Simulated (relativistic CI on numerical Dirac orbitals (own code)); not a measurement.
## Re³⁺ (5d4) in a crystal field

Calculated by Dirac-Coulomb-Breit CI, orbitals from a KLI potential per configuration, a model potential for QED, valence Slater integrals scaled by 0.7, one configuration in a parametric crystal field (own radial code).

Field parameters in Wybourne normalisation: D3d B²₀ = −7Dσ, B⁴₀ = −14Dq − 21Dτ, B⁴₃ = −14√(10/7) Dq; D4h B²₀ = −7Ds, B⁴₀ = 21(Dq − Dt), B⁴₄ = 21√(5/14) Dq. The field is a parameter set, without covalency.

S and J are read from ⟨S²⟩ = S(S + 1) and ⟨J²⟩ = J(J + 1) of each level; they are not fictitious spins.

D4h, 10Dq = 12750, Ds = -260, Dt = 750 cm⁻¹, the lowest 16 levels:

```
E (cm⁻¹)  Degeneracy  Irrep     S     J
     0.0           1     A1  1.52  1.99
    2712           1     A2  1.84  2.32
    3149           2      E  1.75  2.33
    4461           1     B1  1.92  2.62
    4846           1     A1  1.80  2.77
    5187           2      E  1.80  2.99
    6833           1     B2  1.82  2.95
    7172           1     B1  1.90  2.87
    8705           2      E  1.36  3.31
    9005           1     A1  1.48  2.91
    9121           1     B2  1.12  3.89
   10139           1     A2  1.45  3.55
   10283           1     A1  1.35  4.18
   10363           1     B1  1.17  4.02
   10821           2      E  1.45  4.00
   12027           2      E  1.16  3.57
```

D4h, 10Dq = 33650, Ds = 900, Dt = -550 cm⁻¹, the lowest 10 levels:

```csv
E (cm⁻¹),Degeneracy,Irrep,S,J
0.0,1,A1,0.96,3.99
2135,1,A2,1.02,4.04
3077,2,E,1.00,4.01
4769,1,B2,0.98,3.87
4792,1,B1,1.00,3.72
7349,1,A1,0.57,4.09
8000,2,E,0.79,4.09
10450,1,A1,0.76,4.07
12355,2,E,0.51,4.25
16473,1,B2,0.14,4.43
```

D4h, 10Dq = 22150, Ds = 160, Dt = -530 cm⁻¹, the lowest 10 levels:

```json
{"E (cm⁻¹)": "0.0", "Degeneracy": "1", "Irrep": "A1", "S": "1.03", "J": "3.76"}
{"E (cm⁻¹)": "2571", "Degeneracy": "1", "Irrep": "A2", "S": "1.06", "J": "3.92"}
{"E (cm⁻¹)": "3308", "Degeneracy": "2", "Irrep": "E", "S": "1.06", "J": "3.92"}
{"E (cm⁻¹)": "5122", "Degeneracy": "1", "Irrep": "B1", "S": "1.03", "J": "3.66"}
{"E (cm⁻¹)": "5124", "Degeneracy": "1", "Irrep": "B2", "S": "0.98", "J": "3.89"}
{"E (cm⁻¹)": "6623", "Degeneracy": "2", "Irrep": "E", "S": "0.92", "J": "3.97"}
{"E (cm⁻¹)": "6704", "Degeneracy": "1", "Irrep": "A1", "S": "0.95", "J": "3.69"}
{"E (cm⁻¹)": "11274", "Degeneracy": "1", "Irrep": "A1", "S": "0.47", "J": "4.45"}
{"E (cm⁻¹)": "12177", "Degeneracy": "2", "Irrep": "E", "S": "0.48", "J": "4.33"}
{"E (cm⁻¹)": "14496", "Degeneracy": "1", "Irrep": "B2", "S": "0.42", "J": "4.38"}
```

D3d, 10Dq = 16850, Dσ = -950, Dτ = 470 cm⁻¹, the lowest 16 levels:

| E (cm⁻¹) | Degeneracy | Irrep | S | J |
| --- | --- | --- | --- | --- |
| 0.0 | 1 | A1 | 1.13 | 3.44 |
| 3340 | 2 | E | 1.22 | 3.61 |
| 3408 | 1 | A2 | 1.19 | 3.76 |
| 5326 | 1 | A1 | 1.02 | 3.91 |
| 5623 | 2 | E | 1.12 | 3.59 |
| 6548 | 2 | E | 1.02 | 3.84 |
| 11159 | 2 | E | 1.54 | 3.55 |
| 11283 | 1 | A2 | 1.95 | 2.95 |
| 11596 | 1 | A1 | 1.80 | 2.96 |
| 11727 | 2 | E | 1.67 | 3.30 |
| 12231 | 2 | E | 1.78 | 3.03 |
| 12759 | 1 | A1 | 1.86 | 3.11 |
| 12795 | 2 | E | 1.19 | 3.96 |
| 12798 | 1 | A2 | 1.85 | 3.18 |
| 13850 | 1 | A1 | 0.60 | 4.18 |
| 14210 | 2 | E | 0.57 | 4.42 |

D3d, 10Dq = 31550, Dσ = -590, Dτ = 40 cm⁻¹, the lowest 16 levels:

```tsv
E (cm⁻¹)	Degeneracy	Irrep	S	J
0.0	1	A1	1.01	3.95
2505	1	A2	1.04	4.03
3102	2	E	1.03	3.99
5132	2	E	0.95	3.86
5451	1	A1	0.89	3.95
5602	2	E	0.96	3.78
11847	1	A1	0.34	4.32
12430	2	E	0.28	4.40
13243	2	E	0.21	4.50
22051	1	A1	0.62	3.65
22451	1	A2	1.97	2.98
22519	2	E	1.96	2.93
22609	1	A1	1.92	2.99
22642	2	E	1.95	2.89
22694	2	E	1.94	2.88
22823	1	A2	1.95	2.92
```

Levels of this model without a field, named by their leading LS term (the scale mimics covalency, so terms lie below those of the real free ion): 5D_0 0, 5D_1 2673, 5D_2 5211, 5D_3 7335, 5D_4 8913, 3P_0 13590, 3H_4 14510, 3G_3 17546 cm⁻¹.
